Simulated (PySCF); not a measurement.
# Electronic absorption of C5H7ClO2

Species: C₅H₇ClO₂.
SMILES: `C/C=C(/OC)C(=O)Cl`

The calculation used TDDFT B3LYP/def2-SVPD, vertical, gas phase, core orbitals frozen in the response in PySCF 2.14.0, density-fitted response routines. Isolated species at its GFN2-xTB geometry (one conformer only). Torsions of this conformer, `[CH3:1]/[CH:2]=[C:3](/[O:4][CH3:5])[C:6](=[O:7])[Cl:8]`: C2–C3–O4–C5 0°, C2–C3–C6–O7 1°.

Problem. Predict the UV-vis stick spectrum at this level.

Solution. 

```json
{"state": "S1", "λ (nm)": "283.4", "E (eV)": "4.38", "f": "0.0011", "main configurations (H = HOMO, L = LUMO)": "H-1→L (94%)"}
{"state": "S2", "λ (nm)": "275.0", "E (eV)": "4.51", "f": "0.146", "main configurations (H = HOMO, L = LUMO)": "H→L (96%)"}
{"state": "S3", "λ (nm)": "233.0", "E (eV)": "5.32", "f": "0.0003", "main configurations (H = HOMO, L = LUMO)": "H-2→L (96%)"}
{"state": "S4", "λ (nm)": "210.1", "E (eV)": "5.90", "f": "0.042", "main configurations (H = HOMO, L = LUMO)": "H-3→L (93%)"}
{"state": "S5", "λ (nm)": "198.0", "E (eV)": "6.26", "f": "0.014", "main configurations (H = HOMO, L = LUMO)": "H→L+1 (98%)"}
{"state": "S6", "λ (nm)": "190.0", "E (eV)": "6.53", "f": "0.0009", "main configurations (H = HOMO, L = LUMO)": "H→L+2 (96%)"}
{"state": "S7", "λ (nm)": "187.7", "E (eV)": "6.61", "f": "0.0000", "main configurations (H = HOMO, L = LUMO)": "H-4→L (92%)"}
{"state": "S8", "λ (nm)": "177.6", "E (eV)": "6.98", "f": "0.134", "main configurations (H = HOMO, L = LUMO)": "H-5→L (83%)"}
```

Triplets (Tamm–Dancoff): T1 2.91 eV, H→L (96%); T2 3.97 eV, H-1→L (90%); T3 5.04 eV, H-3→L (90%).

The lowest singlet lies at 4.38 eV (283 nm, ultraviolet) and is very weak; its leading configuration is HOMO-1→LUMO (94%). The most intense listed level is S2 at 4.51 eV (275 nm, f = 0.146), 0.13 eV above S1. Löwdin shares by element: HOMO carbon 53% or more, oxygen 28% or more (atoms not listed hold the other 20%); LUMO carbon 58% or more, oxygen 22% or more (atoms not listed hold the other 20%). Orbital energies (eV): HOMO-3 -8.86, HOMO-2 -8.71, HOMO-1 -8.04, HOMO -7.00, LUMO -2.19, LUMO+1 0.16, LUMO+2 0.49. The oscillator strengths of these states sum to 0.338; summed over the whole spectrum of an exact calculation they would give the number of electrons, 70 (Thomas–Reiche–Kuhn). The listed states span 2.60 eV, and the widest gap between neighbours is 0.81 eV (S2 to S3). No computed singlet lies in the visible range (380 to 750 nm); the lowest, at 283 nm, stands 1.11 eV above its violet end (3.26 eV); a Tamm–Dancoff triplet lies at 426 nm, without intensity as long as spin–orbit coupling is left out. Singlets were solved by full linear response, triplets in the Tamm–Dancoff approximation.
